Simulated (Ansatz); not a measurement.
CH7AlSi2, SMILES `[AlH2][SiH]1C[SiH2]1`, relaxed with RKS PBE0-D4/def2-TZVP in the Gaussian-basis code of Ansatz from a PBE-D4/def2-SVP geometry. The force threshold is 0.005 eV/Å; the program also tests the step.

Total charge 0; spin multiplicity 1.

Start:

```xyz
11

Al   -0.267    1.229    1.590
Si    0.000    1.188   -0.812
C    -0.441   -0.555   -1.505
Si    0.352   -1.035    0.150
H     0.861    2.063    2.359
H    -1.680    0.833    2.228
H     1.475    1.313   -1.168
H     0.086   -0.854   -2.428
H    -1.523   -0.780   -1.554
H    -0.589   -1.779    1.054
H     1.726   -1.623    0.085
```

Problem. By how much does the energy fall, and how many steps does the optimiser take? (Estimate.)

Solution. Ansatz gave: 0.04 eV, in 5 steps.

Problem. Which bonds change most? (An estimate is asked.)

Solution. Ansatz gave: Si2–Si4 from 2.447 to 2.410 Å; Si2–C3 from 1.927 to 1.901 Å; C3–Si4 from 1.897 to 1.875 Å; Si2–H7 from 1.523 to 1.503 Å.

Problem. Give the relaxed structure. (Best estimate.)

Solution. The calculation gave: 
```xyz
11

Al   -0.268    1.230    1.585
Si    0.005    1.162   -0.799
C    -0.436   -0.551   -1.496
Si    0.345   -1.032    0.139
H     0.844    2.071    2.338
H    -1.658    0.817    2.229
H     1.457    1.300   -1.161
H     0.094   -0.840   -2.400
H    -1.500   -0.769   -1.556
H    -0.578   -1.757    1.048
H     1.696   -1.630    0.073
```
